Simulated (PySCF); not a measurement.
C₂H₂N, SMILES N#C[CH2], multiplicity 2.

Geometry optimised at PBE0-D3(BJ)/def2-TZVP. The isomer is the one that the SMILES or the coordinates give; other isomers of the formula were not compared.

All values below come from PBE0-D3(BJ)/def2-TZVP (PySCF 2.14.0).

Harmonic, unscaled wavenumbers; measured fundamentals usually lie a few per cent lower.

```csv
mode,ν (cm⁻¹),IR (km/mol),moving atoms (share of kinetic energy)
1,390,0.5,"C 54 %, H 26 %, N 20 %"
2,439,0.0,"C 68 %, N 19 %, H 13 %"
3,670,50.8,"H 68 %, C 32 %"
4,1029,0.0,"H 63 %, C 36 %"
5,1070,7.8,"C 56 %, N 27 %, H 17 %"
6,1439,3.2,"H 82 %, C 17 %"
7,2155,4.0,"C 62 %, N 38 %"
8,3183,0.5,H 96 %
9,3291,3.0,"H 89 %, C 11 %"
```
